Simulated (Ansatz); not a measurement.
Relaxation of ClF5H2OW (10 atoms, charge 0, multiplicity 1), to a largest force component of 0.03 eV/Å in at most 50 steps.

These are results of RKS PBE/def2-SVP (Ansatz), not measurements.

```xyz
10
Properties=species:S:1:pos:R:3
W -0.335 0.314 -0.363
O -0.070 -0.150 2.735
H -0.625 -0.862 3.103
F 1.366 0.500 0.366
F -0.081 1.857 -1.386
Cl -2.481 0.090 -1.189
F -0.516 -1.400 0.347
F 0.400 -0.522 -1.868
F -1.022 1.455 0.940
H -0.621 0.663 2.868
```

Question: Where does it end, and by what steps?

Answer: The forces met the threshold. After 9 steps the energy has fallen by 0.111 eV; O2 moved furthest, 0.44 Å.

```tsv
step	energy less start (eV)	largest force component (eV/Å)	accepted
0	0.0000	0.615	yes
1	-0.0435	0.318	yes
2	-0.0666	0.336	yes
3	-0.0792	0.484	yes
4	-0.0903	0.591	yes
5	-0.1049	0.337	yes
6	-0.0228	1.874	no
7	-0.1076	0.077	yes
8	-0.1099	0.065	yes
9	-0.1106	0.014	yes
```

```xyz
10
Properties=species:S:1:pos:R:3
W -0.368 0.351 -0.518
O 0.036 -0.121 3.157
H -0.481 -0.935 3.009
F 1.321 0.528 0.246
F -0.047 1.913 -1.484
Cl -2.438 0.142 -1.498
F -0.651 -1.213 0.462
F 0.403 -0.649 -1.889
F -1.103 1.368 0.866
H -0.657 0.564 3.204
```

Whether the end is a true minimum wasn't checked by a vibrational analysis.

Time of the run: 32 s on 4 threads of Arm Neoverse V1, on a shared host, peak memory 0.22 GiB.
